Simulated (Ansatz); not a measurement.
Harmonic frequencies (cm⁻¹) at PBE0-D4/def2-TZVP from Ansatz: 144, 211, 428, 552, 579, 669, 766, 1118, 1197, 1524, 1865, 1947, 1953, 2967, 3016.

Which molecule is it?
A. `[CH2]1[NH][AlH]1`
B. `C=[N][AlH2]`
C. `N=[CH][AlH2]`
D. `Cl[CH2][SnH3]`

B.
